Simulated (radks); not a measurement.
Results of a calculation; reference values are marked as such.
The gallium ion Ga2+ inside a hard spherical wall (all orbitals vanish at R), configuration held at [Ar] 3d10 4s1 and not refilled when levels cross. Level of theory: scalar-relativistic Kohn-Sham, r2SCAN, spin-unpolarised, spherical densities, finite nucleus; meta-GGA in the generalised Kohn-Sham scheme; Fermi nuclear charge, rms radius 3.9973 fm (a radial shooting solver on a logarithmic mesh with Libxc functionals). Eigenvalues in eV, with the zero of energy where the potential of the charges vanishes at infinity; a dash marks a level that is unbound or too diffuse for the functional's potential to be trusted. A positive occupied level is held by the wall or, in an anion where self-interaction has pushed it up, behind a barrier. The pressure on the wall is -dE/dV.

R (bohr)  E (hartree)  kinetic (hartree)    e(3s)    e(3p)    e(3d)    e(4s)  e(4p, empty)  e(5s, empty)  pressure (GPa)
free      -1943.25587           1976.378  -173.19  -122.22  -39.914  -25.879       -17.190             -               0
20        -1943.25587           1976.378  -173.19  -122.22  -39.914  -25.879       -17.190             -        < 0.0001
10        -1943.25587           1976.378  -173.19  -122.22  -39.914  -25.879       -17.190        -6.054        < 0.0001
7         -1943.25581           1976.379  -173.19  -122.22  -39.910  -25.875       -17.172        -4.899         0.00655
6         -1943.25530           1976.385  -173.16  -122.19  -39.889  -25.849       -17.081        -3.106          0.0815
4         -1943.21911           1976.633  -172.45  -121.49  -39.206  -24.548       -14.512        15.000            10.6
3.5       -1943.15694           1976.969  -171.64  -120.68  -38.427  -22.679       -11.548        29.584            37.6
2         -1940.63302           1987.331  -155.99  -105.21  -21.874   26.160        47.647        225.54            3970
